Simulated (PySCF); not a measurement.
**Shifts of the heteroatoms**

Geometry:
```json
{"atom": "O1", "x (Å)": "-0.505", "y (Å)": "1.561", "z (Å)": "-2.042"}
{"atom": "Si2", "x (Å)": "-0.213", "y (Å)": "0.987", "z (Å)": "-0.549"}
{"atom": "C3", "x (Å)": "1.144", "y (Å)": "-0.307", "z (Å)": "-0.796"}
{"atom": "C4", "x (Å)": "2.578", "y (Å)": "0.256", "z (Å)": "-0.737"}
{"atom": "C5", "x (Å)": "2.717", "y (Å)": "-0.304", "z (Å)": "0.683"}
{"atom": "C6", "x (Å)": "1.454", "y (Å)": "-1.144", "z (Å)": "0.458"}
{"atom": "N7", "x (Å)": "-1.660", "y (Å)": "0.302", "z (Å)": "0.155"}
{"atom": "Si8", "x (Å)": "-1.880", "y (Å)": "0.225", "z (Å)": "1.880"}
{"atom": "Si9", "x (Å)": "-2.813", "y (Å)": "-0.564", "z (Å)": "-0.822"}
{"atom": "H10", "x (Å)": "-1.247", "y (Å)": "2.140", "z (Å)": "-2.192"}
{"atom": "H11", "x (Å)": "0.183", "y (Å)": "2.089", "z (Å)": "0.331"}
{"atom": "H12", "x (Å)": "0.940", "y (Å)": "-0.901", "z (Å)": "-1.689"}
{"atom": "H13", "x (Å)": "2.676", "y (Å)": "1.335", "z (Å)": "-0.841"}
{"atom": "H14", "x (Å)": "3.250", "y (Å)": "-0.225", "z (Å)": "-1.445"}
{"atom": "H15", "x (Å)": "3.632", "y (Å)": "-0.855", "z (Å)": "0.898"}
{"atom": "H16", "x (Å)": "2.576", "y (Å)": "0.459", "z (Å)": "1.446"}
{"atom": "H17", "x (Å)": "0.709", "y (Å)": "-1.112", "z (Å)": "1.252"}
{"atom": "H18", "x (Å)": "1.678", "y (Å)": "-2.185", "z (Å)": "0.227"}
{"atom": "H19", "x (Å)": "-1.809", "y (Å)": "-1.167", "z (Å)": "2.337"}
{"atom": "H20", "x (Å)": "-0.821", "y (Å)": "1.014", "z (Å)": "2.505"}
{"atom": "H21", "x (Å)": "-3.198", "y (Å)": "0.785", "z (Å)": "2.190"}
{"atom": "H22", "x (Å)": "-2.817", "y (Å)": "-1.982", "z (Å)": "-0.446"}
{"atom": "H23", "x (Å)": "-4.132", "y (Å)": "0.027", "z (Å)": "-0.567"}
{"atom": "H24", "x (Å)": "-2.456", "y (Å)": "-0.414", "z (Å)": "-2.228"}
```

PySCF calculation with GFN2-xTB structure and shielding tensors at PBE0/pcSseg-1 (GIAO); non-relativistic, gas phase, one conformer, equivalent nuclei averaged.

(1) What are the 29Si shifts?

(2) What are the 15N shifts?

(3) What are the 17O shifts?

Results:

(1) 
```
  atoms                   environment  σ (ppm)  δ (ppm)
    Si2  silicon bonded to C, N, O, H    356.8    -13.3
Si8/Si9      silicon bonded to N, 3 H    407.3    -54.8
```

Shieldings were converted by a linear fit to measured shifts: 29Si: δ = 279.94 − 0.822σ (rms 8.9 ppm, 72 shifts, 25.8 ppm with the 6 outliers that the fit left out vs TMS, solution or neat liquid). A few per cent of atoms miss by over 2 rms, more outside the fitted compound classes.

On a 600 MHz spectrometer 29Si resonates near 119.2 MHz, so 1 ppm is 119.2 Hz.

(2) 
```
atoms              environment  σ (ppm)  δ (ppm)
   N7  nitrogen bonded to 3 Si    249.2   -377.7
```

Shieldings were converted by a linear fit to measured shifts: 15N: δ = -148.07 − 0.921σ (rms 6.3 ppm, 71 shifts vs CH3NO2, solution or neat liquid). A few per cent of atoms miss by over 2 rms, more outside the fitted compound classes.

On a 300 MHz spectrometer 15N resonates near 30.4 MHz, so 1 ppm is 30.4 Hz.

(3) 
| atoms | environment | σ (ppm) | δ (ppm) |
| --- | --- | --- | --- |
| O1 | oxygen bonded to Si, H | 286.7 | 5.6 |

Shieldings were converted by a linear fit to measured shifts: 17O: δ = 266.70 − 0.911σ (rms 10.7 ppm, 155 shifts, 12.2 ppm with the 3 outliers that the fit left out vs liquid water, solution or neat liquid). Occasional misses reach two or three times the rms, and more in compound classes unlike the fitted ones.

On a 300 MHz spectrometer 17O resonates near 40.7 MHz, so 1 ppm is 40.7 Hz.
